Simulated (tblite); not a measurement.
Species: C₅H₁₂BrFGe.
Atom-mapped SMILES: `[CH3:1][CH2:2][CH2:3][GeH2:4][C@H:5]([F:6])[CH2:7][Br:8]` (hydrogens: H9, H10, H11 on C1; H12, H13 on C2; H14, H15 on C3; H16, H17 on Ge4; H18 on C5; H19, H20 on C7)

Computed with GFN2-xTB (tblite), gas phase: L-BFGS steps from a force-field or distance-geometry start until the largest atomic force falls under 0.01 eV/Å.

Step 43: E = -749.7784 eV
```
atom  x, y, z in Å  |  force x, y, z in eV/Å
C1     -2.7446   -0.4764   -0.3572    0.004   0.016  -0.005
C2     -2.0924    0.8032    0.1538   -0.091  -0.014  -0.029
C3     -0.5807    0.6887    0.3376   -0.115  -0.008   0.028
Ge4     0.4802    0.3588   -1.3077    0.004   0.003  -0.083
C5      2.0103   -0.8473   -0.8060   -0.014  -0.025   0.060
F6      1.4227   -2.0532   -0.4338   -0.025  -0.048  -0.039
C7      2.8357   -0.3864    0.3741    0.043   0.088  -0.014
Br8     3.5148    1.3906    0.0196   -0.019  -0.070   0.017
H9     -3.8280   -0.3820   -0.3128    0.021  -0.015  -0.025
H10    -2.4511   -1.3341    0.2442    0.023   0.034   0.037
H11    -2.4613   -0.6709   -1.3905    0.019   0.013   0.036
H12    -2.3210    1.6172   -0.5384    0.034   0.014  -0.004
H13    -2.5382    1.0637    1.1187    0.031  -0.005   0.006
H14    -0.2245    1.6105    0.8019    0.096   0.031  -0.026
H15    -0.3698   -0.1211    1.0391   -0.025  -0.069  -0.002
H16    -0.2443   -0.4036   -2.3837    0.013  -0.015   0.037
H17     1.0132    1.6009   -1.9682   -0.012   0.011   0.026
H18     2.6581   -1.0863   -1.6565   -0.008   0.046   0.001
H19     2.2279   -0.3198    1.2775   -0.014  -0.005  -0.047
H20     3.6880   -1.0418    0.5560    0.034   0.020   0.025
```

Step 44: E = -749.7806 eV
```
atom  x, y, z in Å  |  force x, y, z in eV/Å
C1     -2.7435   -0.4743   -0.3570    0.023   0.003  -0.001
C2     -2.0887    0.8042    0.1548   -0.091  -0.011  -0.027
C3     -0.5761    0.6854    0.3389   -0.137  -0.006   0.029
Ge4     0.4812    0.3592   -1.3095   -0.013  -0.008  -0.042
C5      2.0095   -0.8482   -0.8092    0.007  -0.032   0.057
F6      1.4231   -2.0552   -0.4397   -0.033  -0.047  -0.039
C7      2.8302   -0.3855    0.3725    0.048   0.100   0.005
Br8     3.5060    1.3911    0.0168   -0.011  -0.044   0.015
H9     -3.8282   -0.3760   -0.3261    0.071  -0.021  -0.009
H10    -2.4543   -1.3284    0.2517   -0.014   0.028   0.045
H11    -2.4485   -0.6795   -1.3852    0.008   0.038   0.033
H12    -2.3176    1.6189   -0.5362    0.050   0.019  -0.011
H13    -2.5348    1.0650    1.1197    0.036  -0.011   0.004
H14    -0.2150    1.6047    0.8063    0.073   0.010  -0.029
H15    -0.3684   -0.1289    1.0373   -0.028  -0.047  -0.015
H16    -0.2465   -0.4085   -2.3764    0.003  -0.018   0.004
H17     1.0073    1.6038   -1.9674   -0.003   0.015   0.010
H18     2.6592   -1.0850   -1.6579    0.006   0.039  -0.018
H19     2.2152   -0.3174    1.2702   -0.012  -0.005  -0.019
H20     3.6849   -1.0349    0.5645    0.017   0.000   0.007
```

Step 45: E = -749.7823 eV
```
atom  x, y, z in Å  |  force x, y, z in eV/Å
C1     -2.7430   -0.4725   -0.3563    0.034  -0.009   0.007
C2     -2.0871    0.8048    0.1556   -0.054   0.004  -0.012
C3     -0.5742    0.6821    0.3393   -0.098  -0.006   0.014
Ge4     0.4821    0.3595   -1.3127   -0.029  -0.018   0.021
C5      2.0092   -0.8493   -0.8110    0.020  -0.024   0.032
F6      1.4230   -2.0575   -0.4450   -0.025  -0.031  -0.034
C7      2.8260   -0.3830    0.3717    0.030   0.058   0.019
Br8     3.4982    1.3913    0.0153    0.003   0.000   0.007
H9     -3.8279   -0.3702   -0.3375    0.089  -0.029   0.003
H10    -2.4588   -1.3229    0.2600   -0.040   0.021   0.047
H11    -2.4376   -0.6866   -1.3795    0.005   0.050   0.020
H12    -2.3148    1.6209   -0.5338    0.051   0.023  -0.017
H13    -2.5303    1.0652    1.1215    0.020  -0.009   0.008
H14    -0.2051    1.5989    0.8085    0.034  -0.023  -0.034
H15    -0.3672   -0.1372    1.0336   -0.040  -0.018  -0.027
H16    -0.2473   -0.4129   -2.3719   -0.008  -0.024  -0.031
H17     1.0033    1.6070   -1.9667    0.002   0.016  -0.004
H18     2.6605   -1.0834   -1.6591    0.011   0.030  -0.021
H19     2.2038   -0.3151    1.2640   -0.005  -0.001   0.008
H20     3.6823   -1.0284    0.5720    0.001  -0.010  -0.004
```

**Question.** Estimate the geometry and energy of step 46. (The exact step hangs on the optimiser's Hessian estimate; all steps are aligned on step 45, rigid shifts and turns removed.)

**Answer.** E = -749.7836 eV, largest force 0.091 eV/Å
```
atom  x, y, z in Å  |  force x, y, z in eV/Å
C1     -2.7431   -0.4714   -0.3546    0.028  -0.019   0.015
C2     -2.0862    0.8045    0.1567   -0.009   0.021   0.009
C3     -0.5736    0.6784    0.3381   -0.034  -0.008  -0.004
Ge4     0.4824    0.3595   -1.3170   -0.033  -0.023   0.058
C5      2.0093   -0.8501   -0.8118    0.021  -0.005   0.003
F6      1.4220   -2.0588   -0.4486   -0.006  -0.010  -0.029
C7      2.8225   -0.3793    0.3722    0.003  -0.003   0.020
Br8     3.4916    1.3930    0.0159    0.014   0.034   0.000
H9     -3.8275   -0.3636   -0.3463    0.084  -0.035   0.007
H10    -2.4674   -1.3194    0.2694   -0.049   0.025   0.035
H11    -2.4294   -0.6919   -1.3737    0.006   0.047   0.012
H12    -2.3120    1.6224   -0.5308    0.041   0.023  -0.019
H13    -2.5242    1.0638    1.1249   -0.004  -0.002   0.010
H14    -0.1962    1.5925    0.8080   -0.002  -0.045  -0.034
H15    -0.3648   -0.1454    1.0275   -0.054   0.002  -0.032
H16    -0.2469   -0.4152   -2.3731   -0.011  -0.026  -0.049
H17     1.0022    1.6096   -1.9678    0.000   0.007  -0.009
H18     2.6625   -1.0823   -1.6593    0.008   0.024  -0.009
H19     2.1943   -0.3127    1.2604    0.005   0.003   0.022
H20     3.6793   -1.0229    0.5778   -0.009  -0.009  -0.006
```

The energy changes by -0.0012 eV. The first-order estimate −F·Δx gives -0.0017 eV and the mean of the old and new forces, exact on a quadratic surface, -0.0012 eV. The step makes an angle of 77° with the force vector and moves no atom by more than 0.013 Å.

The cost below is that of the whole relaxation. On one thread of an Intel Xeon Platinum 8375C at 2.90 GHz, shared host with 128 logical CPUs at a one-minute load of 47, this took 2.7 s wall.
